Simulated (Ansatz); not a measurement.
Start from `FCS` and change one element to get `[F][GeH2][SH]`.

Ansatz, PBE0-D4/def2-TZVP geometries, multiplicity 1. Each molecule was computed in one conformer, which needn't be the lowest.

Scalar relativity is left out up to krypton.

```json
{"property": "size of the dipole moment (PBE/def2-TZVPP) / D", "`FCS`": "1.49"}
{"property": "zero-point energy (PBE0-D4/def2-TZVP) / kJ/mol", "`FCS`": "104.0"}
{"property": "HOMO energy (PBE0/def2-TZVPP) / eV", "`FCS`": "-7.57"}
{"property": "LUMO energy (PBE0/def2-TZVPP) / eV", "`FCS`": "0.22"}
{"property": "LUMO energy (ωB97M-V/def2-TZVPP) / eV", "`FCS`": "2.04"}
{"property": "HOMO energy (ωB97M-V/def2-TZVPP) / eV", "`FCS`": "-9.82"}
```

Problem. Give the same properties after the change, and the shifts. (Best estimate.)

Solution. Computed: 
```json
{"property": "size of the dipole moment (PBE/def2-TZVPP) / D", "`[F][GeH2][SH]`": "1.82", "shift": "0.33"}
{"property": "zero-point energy (PBE0-D4/def2-TZVP) / kJ/mol", "`[F][GeH2][SH]`": "72.7", "shift": "-31.3"}
{"property": "HOMO energy (PBE0/def2-TZVPP) / eV", "`[F][GeH2][SH]`": "-7.95", "shift": "-0.38"}
{"property": "LUMO energy (PBE0/def2-TZVPP) / eV", "`[F][GeH2][SH]`": "-0.13", "shift": "-0.35"}
{"property": "LUMO energy (ωB97M-V/def2-TZVPP) / eV", "`[F][GeH2][SH]`": "1.79", "shift": "-0.25"}
{"property": "HOMO energy (ωB97M-V/def2-TZVPP) / eV", "`[F][GeH2][SH]`": "-10.16", "shift": "-0.34"}
```

Dipoles are sizes alone; their direction can turn.
